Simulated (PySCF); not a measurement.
# Stretching GeB

Set-up: basis Ge pcseg-1, B pcseg-1; no relativity; PySCF 2.14. Energies in eV from Ge + B in their ground configurations at the same level. State: ⁴Σ⁻ (quartet), unpaired electrons σ ↑, π ↑↑.

All columns are PBE. A positive dipole means Ge(−)B(+).

```
R (Å)  E (eV)  μ (D)  Mulliken charge on Ge (basis-dependent)  HOMO (eV)  LUMO (eV)  Mayer bond order  ⟨S²⟩
1.710  -2.479  -0.54                                     0.10      -5.32      -4.67              1.96  3.75
1.790  -2.988  -0.64                                     0.08      -5.37      -4.52              1.95  3.75
1.870  -3.281  -0.73                                     0.06      -5.42      -4.38              1.93  3.75
1.929  -3.394  -0.80                                     0.05      -5.45      -4.29              1.91  3.75
1.989  -3.439  -0.85                                     0.04      -5.47      -4.21              1.89  3.75
2.049  -3.431  -0.90                                     0.03      -5.49      -4.13              1.87  3.75
2.128  -3.361  -0.94                                     0.02      -5.49      -4.04              1.83  3.75
2.228  -3.208  -0.97                                     0.02      -5.35      -3.93              1.78  3.75
2.347  -2.973  -0.96                                     0.02      -5.22      -3.82              1.71  3.75
2.506  -2.626  -0.90                                     0.02      -5.06      -3.84              1.61  3.75
```

A fit through these points gives, at Re = 2.008 Å, μ = -0.87 D and dμ/dR = -0.790 D/Å; the reduced mass is 9.582 u.

How strong is the fundamental in the double-harmonic approximation, I = 42.26·(dμ/dR)²/μred km/mol?

I = 42.26·(-0.790)²/9.582 = 2.75 km/mol at PBE.

Spin–orbit coupling is left out. The state is the lowest determinant that a PBE0 search found; another state may lie lower at other levels.
